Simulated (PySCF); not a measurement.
Spinor energies of Kr²⁶⁺ (krypton, charge +26)

Start: [Ne]. Calculated with PySCF 2.14 in an uncontracted even-tempered set (18 s from 8.4 bohr⁻², ratio 2.4; 12 p from 11 bohr⁻², ratio 2.4; 5 d from 46 bohr⁻², ratio 2.6; 5 f from 68 bohr⁻², ratio 2.6): generalised Hartree-Fock with the X2C-1e Hamiltonian and a Gaussian nucleus; one run each with spin-orbit coupling (SO) switched off, then screened by Boettger's factors.

| spinor shell | electrons | ε, spin-free (eV) | ε, screened SO (eV) | weight of nominal j (screened SO) | rms radius, screened SO (bohr) |
| --- | --- | --- | --- | --- | --- |
| 1s1/2 | 2 | -15691.6 | -15691.3 | 1.000 | 0.0477 |
| 2s1/2 | 2 | -3167.4 | -3167.3 | 1.000 | 0.194 |
| 2p1/2 | 2 | -2947.7 | -2986.3 | 1.000 | 0.170 |
| 2p3/2 | 4 | -2947.7 | -2929.4 | 1.000 | 0.173 |

```csv
quantity,spin-free,screened SO
E (hartree),-2325.85600,-2326.00896
M_J,0,0
⟨J²⟩,0.000,0.000
⟨L²⟩,0.000,0.002
⟨S²⟩,0.000,0.002
```

Without spin-orbit coupling the j labels of p, d and f shells carry no meaning; the spin-free column gives the mean over the occupied spinors of each nl shell.
